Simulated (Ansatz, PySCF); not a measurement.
Species: arsine, AsH₃, net charge 0, singlet state. 
Geometry from a B3LYP-D3(BJ)/def2-TZVP (Ansatz, an electronic-structure program) optimisation:
SMILES: [AsH3]
```xyz
4

As     0.0003     0.0002     0.0708
H     -0.7759    -1.0063    -0.7723
H     -0.4876     1.1692    -0.7786
H      1.2523    -0.1682    -0.7839
```

Property: vertical ionisation energy (to the doublet state of charge +1; each state is the SCF solution reached for its spin; the molecule has degenerate orbitals, so one determinant may break the symmetry), in eV. Correlated levels leave the core frozen unless marked. Open shells are spin-unrestricted. No spin-orbit coupling. Frozen are the shells of the preceding noble gas and the d and f shells that filled before the atom's block. No relativistic terms. Basis-set limits of correlation are two-point, X^-3; Hartree-Fock from the larger set.

| level | program | vertical ionisation energy (eV) | minus last row |
|---|---|---|---|
| HF/aug-cc-pVTZ | Ansatz | 9.41 | -1.03 |
| HF/def2-TZVPPD | Ansatz | 9.41 | -1.03 |
| HF/def2-QZVPPD | Ansatz | 9.41 | -1.03 |
| CAM-B3LYP/def2-TZVPD | Ansatz | 10.51 | 0.07 |
| wB97M-V/def2-TZVPD | Ansatz | 10.40 | -0.04 |
| MP2/aug-cc-pVTZ | Ansatz | 10.32 | -0.12 |
| MP2/def2-TZVPPD | Ansatz | 10.29 | -0.15 |
| MP2/aug-cc-pVQZ | Ansatz | 10.36 | -0.08 |
| MP2/CBS(aug-cc-pVTZ,aug-cc-pVQZ) | Ansatz | 10.39 | -0.05 |
| RI-MP2/aug-cc-pVTZ | Ansatz | 10.32 | -0.12 |
| RI-MP2/def2-TZVPPD | Ansatz | 10.29 | -0.15 |
| RI-MP2/CBS(def2-TZVPPD,def2-QZVPPD) | Ansatz | 10.39 | -0.05 |
| SCS-MP2/aug-cc-pVDZ | Ansatz | 10.19 | -0.25 |
| SCS-MP2/aug-cc-pVTZ | Ansatz | 10.34 | -0.10 |
| SCS-MP2/def2-TZVPPD | Ansatz | 10.30 | -0.14 |
| SCS-MP2/def2-QZVPPD | Ansatz | 10.37 | -0.07 |
| CCSD/def2-TZVPPD | Ansatz | 10.32 | -0.12 |
| CCSD/def2-QZVPPD | Ansatz | 10.36 | -0.08 |
| CCSD(T)/aug-cc-pVDZ | Ansatz | 10.25 | -0.19 |
| CCSD(T)/def2-TZVPPD | Ansatz | 10.36 | -0.08 |
| CCSD(T)/CBS(aug-cc-pVTZ,aug-cc-pVQZ) | Ansatz | 10.44 | 0.00 |

For comparison, minus the highest occupied orbital energy (PySCF): 7.92 eV at PW6B95/def2-TZVPD, 6.78 eV at M06-L/def2-TZVPD, 6.99 eV at r2SCAN/def2-TZVPD.
